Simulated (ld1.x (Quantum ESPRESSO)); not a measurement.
What one change does to a pseudopotential (titanium (Ti), TM)

ld1.x (Quantum ESPRESSO) 7.5 input, shortened:

```
&input
   title='Ti', zed=22., rel=1, dft='PZ', iswitch=3,
   config='[Ar] 3d2 4s1.5 4p0'
 /
 &inputp
   pseudotype=2, tm=.true., lloc=0,
   nlcc=.false.
 /
3
3P  2  1   6.00   0.00  1.40  1.40  0.0
3D  3  2   2.00   0.00  1.35  1.35  0.0
4S  1  0   1.50   0.00  2.20  2.20  0.0
 &test
   configts(1)='3p6 3d2 4s1.5 4p0'
 /
```

Change: core correction a·sin(br)/r model core inside 0.64 bohr.

Cutoffs: the cutoffs (Ry, on a coarse ladder) from which the occupation-weighted sum of valence levels, in a spherical-Bessel basis at the reference potential, stays within 10 and 1 mRy of its value at 400 Ry; they do not see the model core or the augmentation charge, which bear on the density cutoff. Errors are all-electron minus pseudo energies relative to the spin-unpolarised reference configuration.

Q: Predict the effect on cutoff, ghosts and configuration errors.

A: The potential gets neither clearly harder nor softer (90 Ry and 110 Ry → 90 Ry and 110 Ry); the number of tests that count goes from 9 to 8; of the 8 tests that both files solve, the error grows in 3 and shrinks in 2 by more than 15 % and 0.3 meV (median size 95.2 → 28.2 meV); neither file shows a bound ghost at the reference potential, the only one tested. A model core, the more so a compact one, raises the density cutoff, which this test does not measure.

```csv
quantity,base,changed
"cutoff, loose",90 Ry,90 Ry
"cutoff, tight",110 Ry,110 Ry
bound ghosts,none,none
"tests counted (converged, no solver errors)",9 of 9,8 of 9
"error for 3p6 3d2 4s2 4p0, meV [ΔE -3.02 eV]",+0.2,0.0
"error for 3p6 3d2 4s1 4p0, meV [ΔE 4.52 eV]",-0.5,-0.9
"error for 3p6 3d2 4s0 4p0, meV [ΔE 18.32 eV]",-9.8,-19
"error for 3p6 3d2.5 4s1.5 4p0, meV [ΔE -2.69 eV]",-25,-27
"error for 3p6 3d2 4s0 4p2, meV [ΔE 3.42 eV]",-1248,-1251
"error for 3p6 3d0 4s0 4p0, meV [ΔE 89.04 eV]",-368,-588
"error for 3p6 3d2 4s1.5 4p0 (spin-polarised), meV [ΔE -0.86 eV]",+174,+30
"error for 3p6 3d2 4s2 4p0 (spin-polarised), meV [ΔE -3.69 eV]",+165,+31
s: phases at 2.40 bohr within 0.05 rad from the reference energy up to (Ry; the scan ends near 5),0.0,0.0
p: phases at 2.40 bohr within 0.05 rad from the reference energy up to (Ry; the scan ends near 5),-1.5,-1.5
d: phases at 2.40 bohr within 0.05 rad from the reference energy up to (Ry; the scan ends near 5),0.2,0.2
```

Base: These tests converged, but a pseudo level misses the all-electron one widely, so the file describes the atom poorly there or has found another state: 3p6 3d0 4s0 4p0: empty 4p by 4.3 eV. Changed file: Tests not counted: 3p5 3d2 4s2 4p0 (solver errors, printed error -345 meV). These tests converged, but a pseudo level misses the all-electron one widely, so the file describes the atom poorly there or has found another state: 3p6 3d0 4s0 4p0: empty 4p by 4.2 eV.
